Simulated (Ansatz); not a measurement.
A CCSD(T) single point on C$_{6}$H$_{3}$ClZr, SMILES `C#[C][Zr]([Cl])([C]#C)[C]#C`.

```yaml
crystal:
  periodic: [false, false, false]
  atoms:
    - {symbol: C, position_ang: [2.868767, -0.642702, -1.269723]}
    - {symbol: C, position_ang: [1.893299, -0.156638, -0.729796]}
    - {symbol: Zr, position_ang: [0.141081, 0.676405, 0.226103]}
    - {symbol: Cl, position_ang: [0.591307, 2.839576, 0.950939]}
    - {symbol: C, position_ang: [-0.402998, -0.563577, 1.912581]}
    - {symbol: C, position_ang: [-0.711247, -1.276215, 2.848778]}
    - {symbol: C, position_ang: [-1.493280, 0.702865, -1.190269]}
    - {symbol: C, position_ang: [-2.411728, 0.699142, -1.987621]}
    - {symbol: H, position_ang: [3.724425, -1.070454, -1.743418]}
    - {symbol: H, position_ang: [-0.981626, -1.902826, 3.669620]}
    - {symbol: H, position_ang: [-3.218010, 0.694404, -2.687195]}
basis:
  gaussian: {orbitals: def2-SVP}
correlation: {method: ccsd_t}
```

```sh
$ ansatz run in.yaml --threads 4 --pin off --events-out ev --progress --plain --max-ram 11315MiB
```

Output of Ansatz, abridged:

```
Functional definition: HF
1517 factors; integrals over basis functions are off by at most 1.3e-3 eV
mean field evaluation 1: about -19983.3830 eV, gradient 4.3e1 eV
mean field evaluation 2: about -19983.4089 eV, gradient 4.3e1 eV
mean field evaluation 4: about -19989.1165 eV, gradient 5.3e0 eV
mean field evaluation 8: about -19989.2205 eV, gradient 1.7e-1 eV
mean field evaluation 16: about -19989.1702 eV, gradient 3.1e0 eV
mean field -19989.22067825 eV, -734.5903107451 hartree, gradient 2.5e-6 eV, S^2 0.000000; 0 other end points of the search recorded, 0 dependent functions left out
11 core orbitals not correlated: weight in the atoms' cores, before any rotation towards them, 1.000 or more for the frozen orbitals, at most 0.000 for the correlated occupied ones
reference -19989.22067825 eV, -734.5903107451 hartree; 23, 23 occupied and 114, 114 virtual orbitals, 1517 factors
second order -30.25813377 eV of doubles, -0.00000000 eV of singles
cycle   1  -29.94436833 eV  change    3.1e-1 eV  update   1.8e-1
cycle   2  -30.90042137 eV  change   -9.6e-1 eV  update   6.4e-2
cycle   3  -31.18907614 eV  change   -2.9e-1 eV  update   3.4e-2
cycle   4  -31.21697365 eV  change   -2.8e-2 eV  update   1.1e-2
cycle   5  -31.22256209 eV  change   -5.6e-3 eV  update   3.8e-3
cycle   6  -31.22560718 eV  change   -3.0e-3 eV  update   1.3e-3
cycle   7  -31.22576798 eV  change   -1.6e-4 eV  update   5.1e-4
cycle   8  -31.22598781 eV  change   -2.2e-4 eV  update   1.9e-4
cycle   9  -31.22612601 eV  change   -1.4e-4 eV  update   7.1e-5
cycle  10  -31.22606762 eV  change    5.8e-5 eV  update   2.7e-5
cycle  11  -31.22605068 eV  change    1.7e-5 eV  update   8.9e-6
perturbative correction -1.49131671 eV, -0.0548048782 hartree
Total energy: -20021.93804563 eV, -735.7926518199 hartree
```

Hardware: 4 threads of an Arm Neoverse V1 on a shared host. Wall time 47 s, peak host memory 1.4 GiB.

MP2 recovers 92.5 % of the CCSD(T) correlation energy and the triples give 4.6 %; T1 = 0.0168.
